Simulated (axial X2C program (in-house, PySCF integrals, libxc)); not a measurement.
# Spin–orbit effects down a group: molecules with P (ions), HF

Computed with an in-house relativistic program for diatomic molecules, spin-free (one-electron X2C) or two-component (2c: spin–orbit coupling with atomic mean-field Coulomb and Gaunt terms, which also bring small scalar terms), in Dyall basis sets with cores contracted in-house; open shells are unrestricted.

Basis sets: O dyall-av3z, P dyall-av3z, S dyall-av3z, Se dyall-acv3z.

```
molecule  spin-free state  Re (Å)  ωe (cm⁻¹)  De (eV)  2c state  Re 2c (Å)  ωe 2c (cm⁻¹)  De 2c (eV)
     PO⁻   M_S = 1, Λ = 0   1.514     1163.4      n/a     Ω = 1      1.514        1163.4         n/a
     PS⁻   M_S = 1, Λ = 0   2.005      625.6     2.17     Ω = 1      2.006         625.4        2.14
    PSe⁻   M_S = 1, Λ = 0   2.153      466.9     1.73     Ω = 1      2.154         465.7        1.63
```

**Question.** Work out the shifts from the spin-free to the two-component result.

**Answer.** 

```csv
molecule,2c state,ΔRe (Å),Δωe (cm⁻¹),ΔDe (eV)
PO⁻,Ω = 1,0.000,0.0,n/a
PS⁻,Ω = 1,0.001,-0.2,-0.03
PSe⁻,Ω = 1,0.001,-1.2,-0.10
```

Shifts of one unit in the last digit are rounding.

Fragments in 2c: P- + O, S- + P, Se- + P. Each entry is the lowest single determinant of a limited PBE0 search at one distance. De goes to single-determinant-based atoms at the same level (for ions the charge split of lowest energy) and is withheld (n/a) where an atom does not fit its ground term or J level. Main or longest-lived isotopes. One determinant is a doubtful description, or other states lie close, for PO⁻, PS⁻, PSe⁻; these need not be ground states, and all values refer to the states named. Some open-shell Ω = 0 determinants are out of reach, so the Ω given for PO⁻, PS⁻, PSe⁻ need not be the lowest component. With several unpaired electrons the Ω given is that of one determinant, not necessarily of the lowest component.
